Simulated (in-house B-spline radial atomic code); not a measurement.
## Dy III (Dy2+): [Ar] 3d10 4s1 4p6 4d10 4f10 5s2 5p6 6s1 (with a hole in an inner shell)

Method: Dirac-Kohn-Sham relativistic LDA, spherical fractional occupations, Fermi nucleus of rms radius 5.2218 fm. Calculated with a radial B-spline atomic code at the basis-set limit.

Effective charges: Z_r = [3n² - l(l+1)]/(2<r>) from the radius, Z_e = n√(-2ε) from the energy, and Slater's rules. Values are occupation-weighted means over j. An effective charge above Z reflects the relativistic contraction of the inner shells.

| shell | electrons | ε (eV) | <r> (bohr) | Z_r | Z_e | Slater |
| --- | --- | --- | --- | --- | --- | --- |
| 1s | 2 | -53276 | 0.02121 | 70.73 | 62.58 | 65.70 |
| 2s | 2 | -8905.5 | 0.08953 | 67.02 | 51.17 | 61.85 |
| 2p | 6 | -7954.3 | 0.07927 | 63.08 | 48.36 | 61.85 |
| 3s | 2 | -2004.8 | 0.2348 | 57.49 | 36.42 | 54.75 |
| 3p | 6 | -1708.4 | 0.2331 | 53.61 | 33.62 | 54.75 |
| 3d | 10 | -1307.9 | 0.2123 | 49.46 | 29.41 | 44.85 |
| 4s | 1 | -416.87 | 0.5299 | 45.29 | 22.14 | 38.60 |
| 4p | 6 | -317.96 | 0.5599 | 41.08 | 19.34 | 38.60 |
| 4d | 10 | -178.57 | 0.6063 | 34.63 | 14.49 | 27.85 |
| 5s | 2 | -69.695 | 1.276 | 29.39 | 11.32 | 12.60 |
| 5p | 6 | -45.475 | 1.485 | 24.58 | 9.14 | 12.60 |
| 4f | 10 | -27.852 | 0.7918 | 22.73 | 5.72 | 17.85 |
| 6s | 1 | -16.891 | 3.217 | 16.79 | 6.69 | 4.20 |

The least bound orbital is 6s1/2 at -16.89 eV, and it is also the most diffuse (<r> = 3.217 bohr). The part-filled 4s shell lies below the filled 5p shell in orbital energy.

Spin-orbit splittings of the orbital energies (j = l + 1/2 above j = l - 1/2 when positive): 2p 791.3 eV, 3p 164.5 eV, 3d 36.16 eV, 4p 37.24 eV, 4d 6.823 eV, 5p 5.163 eV, 4f 0.9817 eV.

For the 1s electron the small component carries 6.03 % of the norm, the zero-frequency Breit interaction raises the level by 165.1 eV, self-energy by 99.77 eV, and vacuum polarisation lowers it by 16.74 eV.
